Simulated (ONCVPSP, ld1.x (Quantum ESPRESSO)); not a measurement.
## Potentials for Be compared

Generated with ld1.x 7.5 (TM, RRKJ, ultrasoft, PAW), atompaw 4.2 or ONCVPSP 4.0.1. The cutoff is in Ry: for ld1.x and atompaw files where the sum of valence levels is converged to 10 mRy in a Bessel basis, for ONCV files where the hardest occupied wave has 1 mHa per electron of residual kinetic energy. The error is the largest all-electron minus pseudo excitation energy over each file’s own four to seven test configurations (ionisations up to +4, promotions, holes and added fractions of an electron), all of which were solved. The labels leave out finer settings (local radius, basis sizes, second energies), which also bear on the numbers. Spin-polarised tests are not counted. The rows are a selection from randomly drawn settings: files with unsolved tests, undetermined cutoffs or missed reference levels are left out.

```tsv
potential	cutoff (Ry)	largest error (meV)	bound ghosts
RRKJ, PBE, non-relativistic, rc 1.60/3.45 (sp), local s, core correction no, reference 2s2 2p0	10	-113	none
ONCV, PBE, scalar-relativistic, rc 0.90/4.00 (sp), local smoothed, core correction no, reference 1s2 2s1 2p1, qcut 14.1/3, projectors 2/2	144	+1951	none
ONCV, PBEsol, scalar-relativistic, rc 0.70/0.60/0.60 (spd), local d, core correction no, reference 1s2 2s2, qcut 14.7/15.1/17.6, projectors 3/2/0	175	+3.6	none
```

Problem. Fill in the row for Be: ultrasoft, LDA (PZ), scalar-relativistic, rc 2.45/4.35 (sp), local smoothed, core correction yes, reference 2s2 2p0.

Solution. cutoff 6 Ry, largest error +75 meV, bound ghosts: none.

Problem. Fill in the row for Be: ONCV, PBEsol, non-relativistic, rc 0.80/0.92/0.70 (spd), local smoothed, core correction no, reference 1s2 2s2, qcut 16.2/12.2/12.8, projectors 2/2/2.

Solution. cutoff 180 Ry, largest error +3.1 meV, bound ghosts: none.

Problem. Fill in the row for Be: ONCV, PBEsol, scalar-relativistic, rc 0.70/0.70/0.55 (spd), local smoothed, core correction no, reference 1s2 2s2, qcut 14.4/11.1/16.2, projectors 2/2/2.

Solution. cutoff 180 Ry, largest error +816 meV, bound ghosts: none.
